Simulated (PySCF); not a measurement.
H5Si2, SMILES [SiH2][SiH3], multiplicity 2. Geometry: PBE-D3(BJ)/def2-TZVP. The isomer is the one that the SMILES or the coordinates give; other isomers of the formula were not compared.

All values below come from PBE-D3(BJ)/def2-TZVP in PySCF.

Harmonic wavenumbers (cm⁻¹): 124, 361, 370, 423, 554, 605, 825, 890, 902, 904, 2130, 2135, 2157, 2160, 2172. Rotational constants (GHz): 52.48, 5.320, 5.189; symmetry number 1.

**Question.** Work out the zero-point energy and the ideal-gas rigid-rotor harmonic-oscillator thermochemistry at 298.15 K and 1 atm.

**Answer.** ZPE = ½ Σ hcν = ½ × 16712 cm⁻¹ = 23.89 kcal/mol. H − E(el) = 27.67 kcal/mol. Entropy in cal/(mol K): translation 38.25, rotation 22.92, vibration 7.70, spin 1.38, total 70.26. G − E(el) = 6.72 kcal/mol. Cp = 18.69 cal/(mol K). Modes under 150 cm⁻¹ make the vibrational entropy uncertain.
